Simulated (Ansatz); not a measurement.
`C=C[CH2][In]([F])[F]` → `C=[CH][In]([F])[F]` + `[CH2]` (triplet)  (formal loss of a carbene)

Calculated with Ansatz (gas phase, PBE0-D4/def2-TZVP geometries, no zero-point term in ΔE). CCSD(T)/CBS is the MP2 limit (def2-TZVPP, def2-QZVPP) plus CCSD(T) − MP2 in def2-TZVPP, frozen cores. This one scheme is used for every species. DFT in def2-TZVPP. B3LYP here is the variant with VWN-RPA as its local correlation; programs differ in this. HSE06 is defined as in plane-wave codes. Triplets are unrestricted, without spin–orbit coupling. def2 core potentials past Kr. For In outer-core shells are correlated without core-valence functions, which leaves a few kJ/mol of doubt a bond. Each species was taken in one conformer, which may not be the lowest.

| level | ΔE (kJ/mol) | difference from CCSD(T)/CBS |
| --- | --- | --- |
| LDA (SPW92) | 524.0 | 79.1 |
| PBE-D4 | 452.2 | 7.3 |
| revPBE-D4 | 438.0 | -6.9 |
| BLYP-D4 | 436.8 | -8.1 |
| r2SCAN-D4 | 421.9 | -23.0 |
| B97M-V | 444.7 | -0.2 |
| B3LYP-D4 | 435.9 | -9.0 |
| r2SCANh-D4 | 419.7 | -25.2 |
| HSE06-D4 | 442.0 | -2.9 |
| BHLYP-D4 | 422.4 | -22.5 |
| CAM-B3LYP-D4 | 438.9 | -6.0 |
| ωB97X-V | 450.8 | 5.9 |
| ωB97M-V | 443.8 | -1.1 |
| B2PLYP | 431.8 | -13.1 |
| PBE-QIDH | 438.8 | -6.1 |
| PBE | 445.0 | 0.1 |
| revPBE | 417.1 | -27.8 |
| BLYP | 421.3 | -23.6 |
| r2SCAN | 420.0 | -24.9 |
| PBE0 | 435.5 | -9.4 |
| B3LYP | 424.3 | -20.6 |
| r2SCAN0 | 414.5 | -30.4 |
| HSE06 | 436.2 | -8.7 |
| BHLYP | 413.3 | -31.6 |
| CAM-B3LYP | 432.5 | -12.4 |
| LC-ωPBE | 428.7 | -16.2 |
| RPA@PBE/def2-TZVPP | 422.4 | -22.5 |
| HF/def2-SVP | 293.9 | -151.0 |
| CCSD/def2-SVP | 415.6 | -29.3 |
| HF/def2-TZVPP | 285.3 | -159.6 |
| MP2/def2-TZVPP | 445.7 | 0.8 |
| SCS-MP2/def2-TZVPP | 443.4 | -1.5 |
| CCSD/def2-TZVPP | 418.3 | -26.6 |
| CCSD(T)/def2-TZVPP | 430.4 | -14.5 |
| HF/def2-QZVPP | 285.5 | -159.4 |
| MP2/def2-QZVPP | 454.0 | 9.1 |
| SCS-MP2/def2-QZVPP | 452.8 | 7.9 |
| HF/CBS(def2) | 285.6 | -159.3 |
| MP2/CBS(def2) | 460.1 | 15.2 |
| CCSD/CBS(def2) | 432.8 | -12.1 |
| CCSD(T)/CBS | 444.9 | 0 |

Largest T1 diagnostic among the species: 0.016.

Leaving LDA and LC-ωPBE aside and taking each functional with its dispersion term where it has one, the values, not all of them listed here, spread over 35.4 kJ/mol, from r2SCAN0-D4 to PBE-D4. LDA lies +79.0 kJ/mol from PBE without D4. In def2-TZVPP, CCSD(T) changes the Hartree–Fock value by +145.1 kJ/mol (the triples alone add +12.1 kJ/mol) and MP2 by +160.3 kJ/mol.

CCSD(T)/CBS has its own doubt, a few kJ/mol and more with outer-core shells, so smaller differences from it don't rank the levels.
